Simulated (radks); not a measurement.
The numbers below are computed, except where a source is named.
All-electron atom: Au+ in [Xe] 4f14 5d10. Code: a radial shooting solver on a logarithmic mesh with Libxc functionals. Model: Dirac Kohn-Sham, LDA (Slater exchange, Perdew-Wang correlation), spin-unpolarised, spherical densities, finite nucleus; Fermi nuclear charge, rms radius 5.4371 fm.

Normalised radial functions P(r) = r R(r) (large component), r in bohr:

```
   r/bohr * 5s1/2, o 5d3/2, + 5d5/2 (the largest magnitude, 1.23, reaches the edge; | marks zero, & curves that meet)
 0.001376                             & *
 0.001865                             &  *
 0.002548                             &  *
 0.003481                             &   *
 0.004755                             &   *
 0.006444                             &    *
 0.008804                             &    *
  0.01203                             &   *
   0.0163                             & *
  0.02227                            *|&
  0.03042                        *    |&
  0.04123                      *      | &
  0.05633                       *     |  +o
  0.07695                            *|    +o
   0.1051                             |     &*
   0.1425                             |    &    *
   0.1946                             &  *
   0.2659                  *   o+     |
   0.3604               *    &        |
   0.4923                         &   | *
   0.6726                             |     +o              *
   0.9116                             |               +o         *
    1.245                             |                * &
    1.701                             |     *         &
    2.324                             |*        o+
     3.15                             *    &
    4.303                             * &
    5.879                             &
    7.968                             &
    10.89                             &
```

5s1/2: eigenvalue -116.99 eV, 4 radial nodes at r = 0.0198, 0.0797, 0.207, 0.480 bohr, <r> = 0.927 bohr, 90 % of the charge inside 1.33 bohr. 5d3/2: eigenvalue -16.598 eV, 2 radial nodes at r = 0.190, 0.553 bohr, <r> = 1.54 bohr, 90 % of the charge inside 2.40 bohr. 5d5/2: eigenvalue -15.018 eV, 2 radial nodes at r = 0.195, 0.567 bohr, <r> = 1.61 bohr, 90 % of the charge inside 2.53 bohr.
